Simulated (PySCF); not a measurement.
Compound: C2H4BBrO.
Bonds: C1–C2 (double), C2–O3, O3–B4, B4–Br5. Hydrogens: H6, H7 on C1; H8 on C2; H9 on B4.

Method: PySCF 2.14.0, PBE0-D3(BJ)/def2-SVP geometry optimisation, gas phase; density fitting, grid level 1; the optimiser is geomeTRIC in internal coordinates, started from a GFN2-xTB structure with every atom displaced at random (about 0.01 Å).

Geometry at step 0:
```
atom  x, y, z in Å
C1     -1.3798   -0.3039    0.3510
C2     -0.7071    0.3340   -0.5890
O3      0.5822    0.0643   -0.9096
B4      1.7084   -0.0537   -0.1570
Br5     1.6837    0.2498    1.7055
H6     -0.9815   -1.0399    0.9711
H7     -2.4230   -0.0326    0.5046
H8     -1.1005    1.1034   -1.2430
H9      2.6754   -0.3385   -0.6673
```

**Question.** Give the atomic forces at this geometry.

**Answer.** 
```json
{"atom": "C1", "Fx (eV/Å)": "-1.500", "Fy (eV/Å)": "1.392", "Fz (eV/Å)": "-0.823"}
{"atom": "C2", "Fx (eV/Å)": "0.584", "Fy (eV/Å)": "-0.160", "Fz (eV/Å)": "-0.021"}
{"atom": "O3", "Fx (eV/Å)": "1.072", "Fy (eV/Å)": "-0.111", "Fz (eV/Å)": "0.006"}
{"atom": "B4", "Fx (eV/Å)": "-2.493", "Fy (eV/Å)": "0.474", "Fz (eV/Å)": "0.097"}
{"atom": "Br5", "Fx (eV/Å)": "0.143", "Fy (eV/Å)": "0.129", "Fz (eV/Å)": "0.709"}
{"atom": "H6", "Fx (eV/Å)": "0.918", "Fy (eV/Å)": "-1.453", "Fz (eV/Å)": "1.091"}
{"atom": "H7", "Fx (eV/Å)": "-0.115", "Fy (eV/Å)": "0.018", "Fz (eV/Å)": "0.015"}
{"atom": "H8", "Fx (eV/Å)": "-0.380", "Fy (eV/Å)": "0.222", "Fz (eV/Å)": "-0.099"}
{"atom": "H9", "Fx (eV/Å)": "1.770", "Fy (eV/Å)": "-0.509", "Fz (eV/Å)": "-0.974"}
```

The largest, 2.54 eV/Å, acts on B4; the rms over all components is 0.904 eV/Å. The forces sum to zero within rounding, as they must for an isolated molecule in no field.

**Question.** Give the force on B4 in Eh/bohr and in nN.

**Answer.** 2.540 eV/Å ÷ 51.422 = 0.04939 Eh/bohr, and 2.540 eV/Å × 1.602 = 4.07 nN.

**Question.** How far is this geometry from the end of the optimisation?

**Answer.** 0.165 eV above it, and 0.074 Å rms away after alignment. The bonds farthest from their final lengths, with half the difference of the two atoms' forces along the bond (positive lengthens):

```csv
bond,now (Å),final (Å),force along bond (eV/Å)
B4–H9,1.130,1.202,+2.19
C1–H6,1.041,1.092,+2.04
B4–Br5,1.887,1.922,+0.26
O3–B4,1.360,1.341,-1.48
C2–H8,1.084,1.094,+0.33
C2–O3,1.356,1.364,+0.22
```

The angle farthest from its final value is C1–C2–H8, 126.0° against 123.1°.

Of the 5 listed bonds off by 0.010 Å or more, this force points towards the final length in 5.

The cost below is that of the whole optimisation. On Arm Neoverse V1, one thread, shared host with 32 logical CPUs at a one-minute load of 29, this took 36 s wall and 0.44 GiB of memory at its peak.
